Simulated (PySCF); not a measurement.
CH10N2Si2. Atoms are numbered in the order given.

```xyz
15

N     -2.3312    -0.7466     0.7147
C     -1.9421     0.6703     0.7449
Si    -0.4666     0.8967    -0.4260
N      0.6227    -0.3939    -0.0066
Si     2.3177    -0.6277    -0.2976
H     -3.0084    -0.9608     1.4469
H     -2.7877    -0.9727    -0.1698
H     -2.7590     1.3908     0.5280
H     -1.5767     0.9099     1.7585
H     -0.9674     0.8232    -1.8386
H      0.1928     2.2240    -0.2548
H      0.0889    -1.1759     0.3822
H      3.0007    -1.1664     0.9177
H      2.6131    -1.5759    -1.4181
H      2.9006     0.6996    -0.6483
```

The structure is a stationary point at B3LYP-D3(BJ)/def2-SVP. This is a generated structure with no PubChem entry under its InChIKey; it may be hypothetical. Other conformers were not sampled.

Vertical ionisation energy (IE) and electron affinity (EA) in eV. Rows of orbital energies are one-electron estimates. Where ΔSCF, EOM or ADC give a negative EA the extra electron is unbound and the value depends on the basis.

```
level                                        IE    EA
-----------------------------------------  ----  ----
−ε(HOMO), −ε(LUMO), HF/def2-TZVP (PySCF)      ?     ?
−ε(HOMO), −ε(LUMO), PBE/def2-TZVP (PySCF)  5.63  0.56
```

### Question
Fill in the missing entries. (An estimate is asked for; the answer gives what the named calculation found.)

### Answer

- −ε(HOMO), −ε(LUMO), HF/def2-TZVP (PySCF), IE: 10.32
- −ε(HOMO), −ε(LUMO), HF/def2-TZVP (PySCF), EA: -3.18
